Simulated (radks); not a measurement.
Question: S V, 12 electrons, occupied as [He] 2s2 2p4 3s2 4s2 (not the ground configuration). All-electron calculation, scalar-relativistic Kohn-Sham, LDA (Slater exchange, Perdew-Wang correlation), spin-unpolarised, spherical densities, finite nucleus; Fermi nuclear charge, rms radius 3.2611 fm. Program: a radial shooting solver on a logarithmic mesh with Libxc functionals. Some entries of the table are withheld. Estimate them.

| orbital | occ. | eigenvalue (eV) | <1/r> (bohr^-1) | r(max) (bohr) |
|---|---|---|---|---|
| 1s | 2 | (1) | 15.63 | 0.06346 |
| 2s | 2 | -336.3656 | (2) | 0.3779 |
| 2p | 4 | -286.9396 | 3.145 | 0.3106 |
| 3s | 2 | -88.0105 | 1.107 | (3) |
| 4s | 2 | -35.3636 | (4) | 2.660 |

Answer: 
(1) 1s eigenvalue (eV): -2558.624
(2) 2s <1/r> (bohr^-1): 3.223
(3) 3s r(max) (bohr): 1.162
(4) 4s <1/r> (bohr^-1): 0.5072
